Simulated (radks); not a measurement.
Ionisation of the aluminium ion Al2+, [Ne] 3s1, to [Ne] as the strength of local exchange is varied. All-electron calculation, non-relativistic Kohn-Sham, Slater X-alpha exchange (alpha = 2/3 is LDA exchange), no correlation, spin-polarised, spherical densities, point nucleus; open shells are filled with parallel spins first. Program: a radial shooting solver on a logarithmic mesh with Libxc functionals.

alpha,E(Al2+) (hartree),exchange (hartree),IE (eV),-e of the level emptied (eV),<r> of it (bohr)
0.647,-239.05085,-15.60127,27.851,23.579 (3s),2.217
0.667,-239.53350,-16.10918,28.052,23.803 (3s),2.209
0.676,-239.75094,-16.33823,28.143,23.904 (3s),2.205
0.73,-241.05887,-17.71912,28.690,24.514 (3s),2.183
0.768,-241.98262,-18.69755,29.078,24.947 (3s),2.168
0.829,-243.47129,-20.27978,29.706,25.651 (3s),2.143
0.919,-245.68073,-22.64027,30.644,26.707 (3s),2.109

NIST Atomic Spectra Database: 28.448 eV (measured). The Delta-SCF value meets it near alpha = 0.71.
